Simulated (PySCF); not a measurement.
## Working out the ionisation energy of Mn

Mn [Ar] 3d5 4s2 (6S) → Mn⁺ [Ar] 3d5 4s1 (7S). All numbers are calculated (PySCF 2.14, the spin-free X2C one-electron Hamiltonian (Gaussian nucleus), in x2c-TZVPPall). Frozen: [Ne]. Energies in hartree (1 hartree = 27.21139 eV):

```tsv
part	Mn (lower)	Mn⁺ (upper)
UHF	-1157.374397	-1157.152926
CCSD correlation	-0.452361	-0.409260
(T)	-0.012086	-0.007975
```

Question: What does Hartree-Fock give?

Answer: (-1157.152926) − (-1157.374397) = 0.221471 hartree = 6.027 eV.

Question: What do CCSD and CCSD(T) give?

Answer: The CCSD correlation energies differ by 0.043101 hartree = 1.173 eV and the triples by 0.004111 hartree = 0.112 eV, so CCSD gives 7.200 eV and CCSD(T) 7.312 eV.

Measured between the centres of the two terms (NIST): 7.434 eV, so CCSD(T) (valence and next inner shell) is off by -0.122 eV.

What remains against the reference includes basis incompleteness, the frozen core and higher excitations.
